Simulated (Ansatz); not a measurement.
```yaml
crystal:
  periodic: [false, false, false]
  atoms:
    - {symbol: O, position_ang: [-1.949185, 0.960578, -1.189373]}
    - {symbol: Al, position_ang: [-0.583710, 1.030027, -0.282360]}
    - {symbol: Si, position_ang: [1.462319, -0.186662, -0.791668]}
    - {symbol: P, position_ang: [1.171716, -1.760518, 1.116237]}
    - {symbol: H, position_ang: [-3.159139, 1.456113, -1.235882]}
    - {symbol: H, position_ang: [-0.527619, 2.744967, 0.676387]}
    - {symbol: H, position_ang: [1.116636, -0.969003, -1.920029]}
    - {symbol: H, position_ang: [2.685818, 0.348153, -0.389616]}
    - {symbol: H, position_ang: [-0.198737, -1.980558, 0.724953]}
    - {symbol: H, position_ang: [0.760733, -1.126999, 1.961586]}
basis:
  gaussian: {orbitals: cc-pVDZ}
hamiltonian: {xc: {name: B2PLYP}, dispersion: d2}
```

```sh
$ ansatz run in.yaml --threads 2 --pin off --events-out ev --progress --plain --max-ram 4352MiB
```

(1) How does Ansatz answer? (Estimate.)

Answers

(1) Computed: The input was rejected before any iteration.
```
Error: YAML parse error: error: line 16 column 47: hamiltonian.dispersion: `d2` is not `none`, `rvv10`, `d3bj`, `d3bjatm`, `d4` or a map `{method: …, s8: …, a1: …, a2_bohr: …}` (numbers without units, a2 in bohr) or `{method: …, functional: …}`
14 | basis:
15 |   gaussian: {orbitals: cc-pVDZ}
16 | hamiltonian: {xc: {name: B2PLYP}, dispersion: d2}
```
